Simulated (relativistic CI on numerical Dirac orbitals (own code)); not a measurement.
**Transition arrays of Gd¹⁸⁺**

Computed by Dirac-Coulomb-Breit CI, KLI orbitals optimised for each configuration, model QED, valence Slater integrals scaled by 0.9, whole transition arrays (own radial code, finite nucleus).

Configurations in the expansion (outside the closed core [Kr]): 4d¹⁰, 4d⁹4f, 4d⁹5p, 4d⁹5f. Levels of other configurations are missing.

All E1 lines from the levels of 4d¹⁰; mean and standard deviation are weighted by gf, and upper levels are sorted by their leading configuration.

```csv
Upper configuration,Lines,Σgf,Mean (eV),Mean (nm),σ (eV),Strongest line (nm)
4d⁹4f,3,9.0,185.10,6.698,2.61,6.692
4d⁹5p,3,0.9,220.89,5.613,2.64,5.602
4d⁹5f,3,0.7,329.36,3.764,3.14,3.729
```

Σgf per state of the lower configuration in bins of 0.1 nm over the central range (centre: value): 3.75: 0.38, 3.85: 0.37, 5.65: 0.85, 6.65: 8.92.

Question: How do configuration mixing and the scaling of the Slater integrals move the arrays?

Answer: Slater scale 0.9, no configuration mixing: 4d⁹4f 185.3 ± 2.7 eV (Σgf 8.7), 4d⁹5p 221.2 ± 2.6 eV (Σgf 1.2), 4d⁹5f 329.2 ± 3.1 eV (Σgf 1.0); Slater scale 1: 4d⁹4f 189.0 ± 2.6 eV (Σgf 9.2), 4d⁹5p 221.0 ± 2.7 eV (Σgf 0.9), 4d⁹5f 329.5 ± 3.2 eV (Σgf 0.7); Slater scale 0.8: 4d⁹4f 181.2 ± 2.6 eV (Σgf 8.7), 4d⁹5p 220.8 ± 2.6 eV (Σgf 1.0), 4d⁹5f 329.2 ± 3.1 eV (Σgf 0.7). With mixing, levels are counted to their leading configuration, so an array can shrink or vanish into another, and the sums then hold other lines.
